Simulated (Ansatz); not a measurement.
Molecule: C₄H₉O₂ (charge 0, doublet). It need not be the lowest isomer of its formula. 
Coordinates optimised at B3LYP-D3(BJ)/def2-TZVP (Ansatz, an electronic-structure program):
SMILES: [CH2]OC(C)OC
```xyz
15

C      0.1618    -1.8753    -0.0585
C     -0.2153    -0.4181     0.0603
O      0.9165     0.3591     0.4921
C      1.0960     0.4591     1.8289
O     -0.6117     0.0450    -1.1813
C     -1.1338     1.3666    -1.1734
H      0.5268    -2.2430     0.9001
H     -0.7048    -2.4620    -0.3627
H      0.9475    -1.9845    -0.8058
H     -1.0141    -0.2624     0.8035
H      0.2316     0.3574     2.4762
H      1.9485     1.0554     2.1144
H     -1.9789     1.4470    -0.4795
H     -1.4785     1.5725    -2.1843
H     -0.3684     2.0923    -0.8919
```
Charge 0, spin multiplicity 2.

Total electronic energies in hartree. Correlated levels leave the core frozen unless marked. UHF or UKS for open shells. Spin-orbit coupling is left out. Non-relativistic. Basis-set limits of correlation are two-point, X^-3; Hartree-Fock from the larger set. [CCSD(T)-MP2]/basis is that difference in the basis named.

| level | program | energy (Eh) |
|---|---|---|
| RI-HF/cc-pVQZ | Ansatz | -306.50429 |
| PBE-D3(BJ)/def2-TZVPD | Ansatz + dftd3 | -307.96436 |
| BLYP-D3(BJ)/def2-TZVPD | Ansatz + dftd3 | (withheld) |
| revPBE-D4/def2-TZVPD | Ansatz + dftd4 | (withheld) |
| r2SCAN/def2-TZVPD | Ansatz | -308.16219 |
| BHLYP/def2-TZVPD | Ansatz | -308.15698 |
| wB97X-V/def2-TZVPD | Ansatz | -308.23754 |
| MP2/6-31G | Ansatz | -306.80870 |
| MP2/cc-pVTZ | Ansatz | -307.62422 |
| MP2/cc-pwCVTZ | Ansatz | -307.64412 |
| RI-MP2/cc-pVTZ | Ansatz | -307.62385 |
| CCSD/6-31G* | Ansatz | -307.27473 |
| CCSD(T)/cc-pVDZ | Ansatz | -307.39283 |
| RI-MP2/CBS(cc-pVTZ,cc-pVQZ)+[CCSD(T)-MP2]/cc-pVDZ | Ansatz | -307.8760 |
| RI-MP2/CBS(cc-pVTZ,cc-pVQZ)+[CCSD(T)-MP2]/cc-pVTZ | Ansatz | -307.8786 |

Fill in the missing entries.


- BLYP-D3(BJ)/def2-TZVPD, energy (Eh): -308.24163
- revPBE-D4/def2-TZVPD, energy (Eh): -308.26805
